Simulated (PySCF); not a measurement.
BCl2, charge +1, multiplicity 1. Atoms are numbered in the order given.

```xyz
3

Cl     0.0000     0.0000     1.6135
B      0.0000     0.0000     0.0000
Cl     0.0000     0.0000    -1.6135
```
Charge +1, spin multiplicity 1.

Geometry: B3LYP-D3(BJ)/def2-TZVP. The spin state was assumed, not searched. The isomer is the one that the SMILES or the coordinates give; other isomers of the formula were not compared.

All values below come from B3LYP-D3(BJ)/def2-TZVP (PySCF).

Frequencies are harmonic and unscaled.

Modes within 1.5 cm⁻¹ of each other (mostly degenerate sets) share a row, with their intensities summed.

Problem. List the normal modes with their intensities. (Estimate from the structure and the level; the computed values follow.)

Solution. 
| mode | ν (cm⁻¹) | IR (km/mol) | moving atoms (share of kinetic energy) |
|---|---|---|---|
| 1–2 | 327 | 28.8 | B 87 %, Cl 13 % |
| 3 | 559 | 0.0 | Cl 100 % |
| 4 | 1463 | 563.1 | B 87 %, Cl 13 % |
